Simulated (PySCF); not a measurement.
Spin states of SnPb

Unrestricted PBE0; PySCF, scalar-relativistic core potentials, basis sets Sn cc-pVDZ-PP with ECP28, Pb cc-pVDZ-PP with ECP60. Outer shells of the fragments: Sn 4d10 5s2 5p2; Pb 5d10 6s2 6p2.

Followed along the bond (rough minima from three points):

| 2Ms+1 | unpaired | ⟨S²⟩ at the start | R at minimum (Å) | Te (eV) |
| --- | --- | --- | --- | --- |
| 3 | π ↑↑ | 2.00 | 2.83 | 0.00 |
| 1 | π ↑↓ | 1.00 | 2.84 | 0.18 |
| 3 | σ ↑, π ↑ | 2.01 | 2.72 | 0.33 |
| 1 | σ ↓, π ↑ | 1.01 | 2.72 | 0.53 |
| 1 | none | 0.00 | 2.86 | 0.69 |

Solutions found at the starting distance of 2.745 Å, counted from the lowest of them; the search is not exhaustive and high or unbound solutions are not listed, so other states can lie among these:

```
2Ms+1    unpaired   term  E (eV)  ⟨S²⟩  ⟨Lz²⟩  μ (D)
    3        π ↑↑    ³Σ⁻    0.00  2.00   0.00   0.61
    1        π ↑↓  mixed    0.19  1.00   2.01   0.60
    3    σ ↑, π ↑     ³Π    0.30  2.01   1.00   0.54
    1    σ ↓, π ↑  mixed    0.50  1.01   1.00   0.51
    1        none  mixed    0.70  0.00   2.00   0.55
    5  σ ↑, π ↑↑↑     ⁵Π    1.04  6.00   1.00   0.40
```

A term symbol is given only where ⟨S²⟩ and ⟨Lz²⟩ are close to those of a pure state; real π, δ and φ orbitals otherwise mix terms. A positive dipole means Sn(−)Pb(+).

These are scalar-relativistic numbers at best; spin–orbit coupling would shift them, the dissociation energy most.
